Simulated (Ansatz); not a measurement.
Ansatz (a quantum-chemistry and plane-wave program) input (B3LYP-D3(BJ)/def2-TZVP):

Ansatz 0.2 input:
```yaml
crystal:
  periodic: [false, false, false]
  atoms:
    - {symbol: K, position_ang: [-1.26854829, -0.92938293, -1.08648161]}
    - {symbol: O, position_ang: [0.34576603, 0.19151615, 0.25324542]}
    - {symbol: H, position_ang: [1.00540258, 0.64978231, 0.80069588]}
basis:
  gaussian:
    orbitals: def2-TZVP
hamiltonian:
  xc: b3lyp
  dispersion: d3bj
total_charge: 1
magnetization: {spin_polarized: true, initial_magnetization: 1}
relax: {f_tol: 0.002, max_steps: 150}
```

End of the output:

```
integrals: 0.02 GiB planned
520 factors; their error is unknown
mean field: 0.21 GiB planned
mean field evaluation 160: about -18382.6130 eV, gradient 7.7e-1 eV
mean field -18382.61411693 eV, -675.5486086137 hartree, gradient 2.1e-6 eV, S^2 0.752489; 0 other end points of the search recorded, 0 dependent functions left out
the calculation of the forces begins
reference -18382.61432527 eV, -675.5486162701 hartree; 14, 13 occupied and 56, 57 virtual orbitals, 520 factors
relax step   5: F+E_penalty+E_count = -18382.65198501 eV  Δ(F+E_penalty+E_count) = -2.666e-4 eV  max|allowed force component| = 9.183e-3 eV/Å  Δτ_max = 0.0077 Å  (113 SCF iters, accepted)
these checks for a lower state are left out or cut short: starts, cluster_reference, orbital_swaps, neighbouring_geometries, increment
integrals: 0.02 GiB planned
520 factors; their error is unknown
mean field: 0.21 GiB planned
mean field evaluation 192: about -18382.6142 eV, gradient 2.1e-6 eV
mean field -18382.61424653 eV, -675.5486133764 hartree, gradient 2.1e-6 eV, S^2 0.752491; 0 other end points of the search recorded, 0 dependent functions left out
the calculation of the forces begins
reference -18382.61445494 eV, -675.5486210355 hartree; 14, 13 occupied and 56, 57 virtual orbitals, 520 factors
relax step   6: F+E_penalty+E_count = -18382.65204371 eV  Δ(F+E_penalty+E_count) = -5.870e-5 eV  max|allowed force component| = 3.128e-4 eV/Å  Δτ_max = 0.0056 Å  (115 SCF iters, accepted)
integrals: 0.02 GiB planned
520 factors; their error is unknown
mean field: 0.21 GiB planned
mean field evaluation 224: about -18382.6142 eV, gradient 3.0e-5 eV
mean field evaluation 256: about -18382.6142 eV, gradient 1.8e-4 eV
mean field -18382.61424653 eV, -675.5486133764 hartree, gradient 2.1e-6 eV, S^2 0.752491; 2 other end points of the search recorded, 0 dependent functions left out
the calculation of the forces begins
reference -18382.61445494 eV, -675.5486210355 hartree; 14, 13 occupied and 56, 57 virtual orbitals, 520 factors
Total energy: -18382.65225213 eV, -675.5500100564 hartree
Atom 0 at    -1.407945    -1.026207    -1.202170 Å, force    -0.000277    -0.000194    -0.000230 eV/Å
Atom 1 at     0.413530     0.238661     0.309489 Å, force     0.000313     0.000223     0.000260 eV/Å
Atom 2 at     1.077036     0.699461     0.860141 Å, force    -0.000035    -0.000029    -0.000030 eV/Å
Dipole moment:    -0.251116    -0.174362    -0.208402 e Å
```
